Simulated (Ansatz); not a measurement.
ClH3S2Si (`S[SiH](S)Cl`) at its PBE0-D4/def2-TZVP geometry, where that method's forces vanish. Charge 0, multiplicity 1.

```xyz
7

S    -0.1276   -2.0101    0.1423
Si    0.0269    0.0795   -0.1664
S     0.6101    0.8317    1.7271
Cl   -1.7318    0.9616   -0.7592
H     0.0730   -2.2947   -1.1564
H     0.9871    0.3597   -1.2538
H     0.1623    2.0722    1.4665
```

Q: What forces (eV/Å) does r2SCAN-D4/def2-TZVPP give on these atoms in Ansatz? (An estimate is asked.)

A: Computed: 
```
S1   0.010 -0.070  0.024
Si2  0.053  0.021 -0.055
S3   0.027  0.007  0.063
Cl4 -0.075  0.045 -0.036
H5  -0.002 -0.001 -0.008
H6  -0.011 -0.008  0.014
H7  -0.002  0.006 -0.002
```
